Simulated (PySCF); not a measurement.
Several molecules and their computed UV-vis stick spectra, shuffled. Computed with PySCF, TDDFT PBE0/def2-SVPD, vertical, gas phase, core orbitals frozen in the response. Geometries: GFN2-xTB; one conformer of each isolated species. Triplets are in the Tamm–Dancoff approximation.

A. `N#C[C@H]1CC=C1C(F)(F)F`
B. `C#C[C@@H](N=C)C(F)=C(F)F`
C. `c1ccsc1N`
D. `NC(=O)[C@@H]1C=CC(=O)C1`
E. `COCCOC`

Lowest singlet levels (six at most, fewer where fewer were computed) with oscillator strengths:

1. 331 nm (f 0.000); 246 nm (f 0.059); 211 nm (f 0.001); 210 nm (f 0.015); 198 nm (f 0.006); 192 nm (f 0.217); T1 3.27 eV
2. 177 nm (f 0.019); 174 nm (f 0.010); 166 nm (f 0.009); 162 nm (f 0.002); 158 nm (f 0.016); 156 nm (f 0.008); T1 6.84 eV
3. 180 nm (f 0.077); 177 nm (f 0.014); 172 nm (f 0.143); 163 nm (f 0.009); 161 nm (f 0.005); 158 nm (f 0.019); T1 4.23 eV
4. 271 nm (f 0.003); 247 nm (f 0.128); 234 nm (f 0.007); 211 nm (f 0.007); 209 nm (f 0.004); 205 nm (f 0.009); T1 3.36 eV
5. 247 nm (f 0.001); 214 nm (f 0.039); 192 nm (f 0.001); 190 nm (f 0.008); 188 nm (f 0.062); 187 nm (f 0.060); T1 4.19 eV

Question: Match each spectrum to its molecule.

Answer: 1 = D, 2 = E, 3 = A, 4 = C, 5 = B.
- A: S1 at 6.88 eV, HOMO→LUMO (46%), HOMO-1→LUMO (35%), HOMO-2→LUMO (14%); Löwdin shares by element: HOMO carbon 77% or more (atoms not listed hold the other 23%); LUMO carbon 72% or more, hydrogen 6% or more (atoms not listed hold the other 22%); HOMO -8.86 and LUMO -1.33 eV.
- B: S1 at 5.01 eV, HOMO-1→LUMO (92%); Löwdin shares by element: HOMO carbon 56% or more, fluorine 22% or more (atoms not listed hold the other 21%); LUMO carbon 35% or more, nitrogen 31%, hydrogen 13% or more (atoms not listed hold the other 21%); HOMO -7.66 and LUMO -0.90 eV.
- C: S1 at 4.57 eV, HOMO→LUMO+1 (75%), HOMO→LUMO (22%); Löwdin shares by element: HOMO carbon 55% or more, nitrogen 22% (atoms not listed hold the other 23%); LUMO carbon 48% or more, sulfur 26% (atoms not listed hold the other 27%); HOMO -5.69 and LUMO -0.01 eV.
- D: S1 at 3.74 eV, HOMO→LUMO (96%); Löwdin shares by element: HOMO oxygen 61% or more, carbon 32% or more; LUMO carbon 62% or more, oxygen 18% or more (atoms not listed hold the other 20%); HOMO -7.27 and LUMO -1.66 eV.
- E: S1 at 7.00 eV, HOMO→LUMO (83%), HOMO-1→LUMO+1 (8%); Löwdin shares by element: HOMO oxygen 60%, carbon 15% or more (atoms not listed hold the other 25%); LUMO carbon 43% or more, hydrogen 10% or more (atoms not listed hold the other 48%); HOMO -7.45 and LUMO 0.71 eV.
A and E have S1 within 0.12 eV of each other; their strongest listed levels stand at 7.23 eV (f 0.143) and 7.00 eV (f 0.019).
